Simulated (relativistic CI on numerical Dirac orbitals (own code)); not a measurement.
Re5+: resonant inelastic scattering at the O2,3 edge

Computed with this model: Dirac-Coulomb-Breit CI, separate exchange-only KLI orbitals for each configuration, model QED (radiative potential, 1s self-energy scaled to tabulated hydrogen-like ionisation energies), valence Slater integrals scaled by 0.8, Kramers-Heisenberg scattering through one core-hole configuration in a parametric crystal field; configurations [Xe] 4f14 5d2 → [Kr] 4d10 4f14 5s2 5p5 5d3; 10 K; core-hole width 1 eV; summed over polarisations. Incident energies are the highest absorption maxima for each field (at most a few, so the weaker spin-orbit partner edge can be absent), on the computed scale of the free ion. Intensities are in per cent of the strongest line above 0.02 eV; levels within 1 cm⁻¹ are merged; final levels count from the ground level, the first row holds all elastic scattering, lines under 0.4 are left out and each table stops after 24 rows. The scale of the Slater integrals is a model choice and moves the terms in proportion.

Field parameters in Wybourne normalisation: D3d B²₀ = −7Dσ, B⁴₀ = −14Dq − 21Dτ, B⁴₃ = −14√(10/7) Dq; D4h B²₀ = −7Ds, B⁴₀ = 21(Dq − Dt), B⁴₄ = 21√(5/14) Dq. The field is a parameter set, without covalency, and values of 10Dq over about 45,000 cm⁻¹ lie beyond real compounds.

S is read from ⟨S²⟩ = S(S + 1).

D4h, 10Dq = 42100, Ds = 2250, Dt = 60 cm⁻¹:

```
Final level (eV)  Degeneracy  Irrep     S  49.5 eV  61.5 eV  62.6 eV
           0.000           1     A1  0.98    270.2    306.2    192.3
           0.097           2      E  0.98    100.0     48.1     56.7
           0.538           1     B1  0.90      0.3     17.4     22.4
           0.599           1     B2  0.90      0.3     16.7     25.5
           1.089           2      E  0.99      7.1      2.9     23.5
           1.300           2  A1+A2  0.98     16.0     41.5     88.2
           1.607           1     B2  0.26      3.2      1.6      4.3
           1.680           1     B1  0.26      1.3     10.0      3.2
           2.310           1     A1  0.13      0.6      0.5     19.7
           2.335           2      E  0.12      1.6     46.7      3.8
           4.206           1     A1  0.15      0.4     22.2      0.4
           5.392           1     A2  1.00      0.5      0.9      0.4
           5.413           1     B1  1.00      0.7      7.9     12.8
           5.423           2      E  0.99      2.1     44.9     42.2
           5.428           1     A1  0.97      6.1     40.4     34.7
           5.583           1     B2  0.97      1.5      8.1     11.7
           5.774           2      E  0.93      4.4     16.9     18.7
           5.934           1     B1  1.00      0.6     26.0     22.3
           6.500           2      E  0.78      4.1     11.0      8.4
           6.530           1     B2  0.92      2.9     29.3      9.9
           6.671           1     B1  0.99      1.4      4.8      0.7
           6.697           1     A1  0.98      2.4     15.4     18.0
           6.712           1     A2  0.98      0.7     17.3      1.0
           6.835           2      E  0.51      2.4     28.6      2.5
```

D3d, 10Dq = 78550, Dσ = 120, Dτ = -340 cm⁻¹:

```
Final level (eV)  Degeneracy  Irrep     S  52.7 eV  53.9 eV  55.7 eV
           0.000           1     A1  0.98    129.1    176.5    118.2
           0.019           2      E  0.97     71.4     75.6     79.4
           0.173           2      E  0.96     12.5    100.0     47.8
           0.688           2      E  1.00      7.0      9.5     59.1
           0.781           1     A2  1.00      5.3      2.8      3.4
           0.834           1     A1  0.96      2.5      5.8     33.8
           1.628           2      E  0.12      2.7     12.0     22.5
           1.860           2      E  0.09      3.2      3.5      9.8
           1.894           1     A1  0.07      1.1      2.9     10.2
           3.672           1     A1  0.11      0.7      0.2      0.5
```

For the first field the strongest loss at the lowest incident energy is the level at 0.10 eV (S = 0.98, against 0.98 in the thermal ground state). Levels of other spin, the first over 8 % at 1.68 eV, appear because spin-orbit coupling of the core hole, and in heavier ions of the valence shell too, mixes spins.
